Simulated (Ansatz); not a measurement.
Start from `CBC([SiH3])Cl` and change one atom or group to get `[SiH3]C(Cl)[TeH]`.

Ansatz, PBE0-D4/def2-TZVP geometries, multiplicity 1. Each molecule was computed in one conformer, which needn't be the lowest.

Elements past krypton have def2 core potentials.

```
                                      property  `CBC([SiH3])Cl`
            HOMO energy (PBE0/def2-TZVPP) / eV            -7.87
           LUMO energy (B3LYP/def2-TZVPP) / eV            -1.49
            LUMO energy (PBE0/def2-TZVPP) / eV            -1.29
size of the dipole moment (PBE/def2-TZVPP) / D             2.00
         HOMO–LUMO gap (B3LYP/def2-TZVPP) / eV             6.14
         LUMO energy (ωB97M-V/def2-TZVPP) / eV             0.64
```

Question: Give the same properties after the change, and the shifts. (Estimate.)

Answer: The calculation gave: 
```csv
property,`[SiH3]C(Cl)[TeH]`,shift
HOMO energy (PBE0/def2-TZVPP) / eV,-6.54,1.33
LUMO energy (B3LYP/def2-TZVPP) / eV,-1.54,-0.05
LUMO energy (PBE0/def2-TZVPP) / eV,-1.33,-0.04
size of the dipole moment (PBE/def2-TZVPP) / D,1.17,-0.83
HOMO–LUMO gap (B3LYP/def2-TZVPP) / eV,4.79,-1.35
LUMO energy (ωB97M-V/def2-TZVPP) / eV,0.50,-0.14
```

Dipoles are sizes alone; their direction can turn.

B3LYP here is the variant with VWN-RPA as its local correlation; programs differ in this.

Spin–orbit coupling is left out; it splits and shifts lone-pair levels of the heavy atoms by tenths of an eV.
